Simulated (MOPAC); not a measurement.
MOPAC input (MNDO):

```
MNDO 1SCF CHARGE=-1 GEO-OK AUX(PRECISION=9) THREADS=1
CH7OSi2

C     2.31800900 1   -0.30045300 1    0.54485900 1
Si    0.93743700 1   -0.20179400 1   -0.83486600 1
O    -0.34344600 1    0.50903100 1    0.19818300 1
Si   -1.87272600 1    0.04895000 1    0.32894100 1
H     2.35680200 1    0.60956900 1    1.15506300 1
H     2.14601400 1   -1.15078900 1    1.21376800 1
H     3.30228900 1   -0.44446900 1    0.08108300 1
H     1.44404300 1    1.13705800 1   -1.42728900 1
H    -2.06811100 1   -1.37173900 1    0.75474100 1
H    -2.68738300 1    0.20971800 1   -0.91593300 1
H    -2.56010000 1    0.88093600 1    1.36689000 1
```

From the output:

```
                                                       MOPAC v23.2.5 Linux

          FINAL HEAT OF FORMATION =        -75.97846 KCAL/MOL =    -317.89390 KJ/MOL

          COSMO AREA              =        143.59 SQUARE ANGSTROMS
          COSMO VOLUME            =        138.66 CUBIC ANGSTROMS

          IONIZATION POTENTIAL    =          1.611508 EV
          HOMO LUMO ENERGIES (EV) =         -1.612  6.500
          NO. OF FILLED LEVELS    =         13
          MOLECULAR WEIGHT        =         91.2367         POINT GROUP:  C1

          MOLECULAR DIMENSIONS (Angstroms)

            Atom       Atom       Distance
            H    11    H     7     6.14635
            H     8    H     9     3.56762
            H     5    H    10     3.38697

          SCF CALCULATIONS        =          1

   ATOM   CHEMICAL          X               Y               Z
  NUMBER   SYMBOL      (ANGSTROMS)     (ANGSTROMS)     (ANGSTROMS)

     1       C          2.31800900  *  -0.30045300  *   0.54485900  *
     2      Si          0.93743700  *  -0.20179400  *  -0.83486600  *
     3       O         -0.34344600  *   0.50903100  *   0.19818300  *
     4      Si         -1.87272600  *   0.04895000  *   0.32894100  *
     5       H          2.35680200  *   0.60956900  *   1.15506300  *
     6       H          2.14601400  *  -1.15078900  *   1.21376800  *
     7       H          3.30228900  *  -0.44446900  *   0.08108300  *
     8       H          1.44404300  *   1.13705800  *  -1.42728900  *
     9       H         -2.06811100  *  -1.37173900  *   0.75474100  *
    10       H         -2.68738300  *   0.20971800  *  -0.91593300  *
    11       H         -2.56010000  *   0.88093600  *   1.36689000  *

                             CARTESIAN COORDINATES

   1    C        2.318009000    -0.300453000     0.544859000
   2   Si        0.937437000    -0.201794000    -0.834866000
   3    O       -0.343446000     0.509031000     0.198183000
   4   Si       -1.872726000     0.048950000     0.328941000
   5    H        2.356802000     0.609569000     1.155063000
   6    H        2.146014000    -1.150789000     1.213768000
   7    H        3.302289000    -0.444469000     0.081083000
   8    H        1.444043000     1.137058000    -1.427289000
   9    H       -2.068111000    -1.371739000     0.754741000
  10    H       -2.687383000     0.209718000    -0.915933000
  11    H       -2.560100000     0.880936000     1.366890000

           Empirical Formula: C H7 O Si2  =    11 atoms

      MOLECULAR POINT GROUP   :   C1

                  EIGENVALUES
 -33.50505 -25.07177 -14.37689 -11.21036  -8.98156  -8.86510  -8.26617  -8.26166
  -7.74430  -6.46171  -6.31271  -4.64058  -1.61151   6.49951   6.61864   6.71344
   7.83020   8.28573   8.71756   9.42522   9.48230  10.41032  11.02886

              NET ATOMIC CHARGES AND DIPOLE CONTRIBUTIONS

  ATOM NO.   TYPE          CHARGE      No. of ELECS.   s-Pop       p-Pop
    1          C          -0.259476        4.2595     1.28562     2.97386
    2         Si           0.451957        3.5480     1.48593     2.06211
    3          O          -0.864894        6.8649     1.82302     5.04187
    4         Si           1.578711        2.4213     1.00542     1.41587
    5          H          -0.046557        1.0466     1.04656
    6          H          -0.058785        1.0588     1.05879
    7          H          -0.061522        1.0615     1.06152
    8          H          -0.449935        1.4499     1.44993
    9          H          -0.426782        1.4268     1.42678
   10          H          -0.429176        1.4292     1.42918
   11          H          -0.433541        1.4335     1.43354
 DIPOLE           X         Y         Z       TOTAL
 POINT-CHG.    -3.851    -3.393    -0.985     5.226
 HYBRID         1.660     2.994     2.593     4.295
 SUM           -2.191    -0.399     1.609     2.747

          ATOMIC ORBITAL ELECTRON POPULATIONS

     Atom    s        px        py        pz
    1  C   1.28562   1.05626   0.86638   1.05122
    2 Si   1.48593   0.51329   0.89150   0.65733
    3  O   1.82302   1.42497   1.81747   1.79943
    4 Si   1.00542   0.52210   0.44590   0.44787
    5  H   1.04656
    6  H   1.05879
    7  H   1.06152
    8  H   1.44993
    9  H   1.42678
   10  H   1.42918
   11  H   1.43354

 **********************
 *                    *
 * JOB ENDED NORMALLY *
 *                    *
 **********************

 == MOPAC DONE ==
```

The dipole moment of an ion depends on the origin.

The geometry given is a B3LYP-D3(BJ)/def2-TZVP minimum.
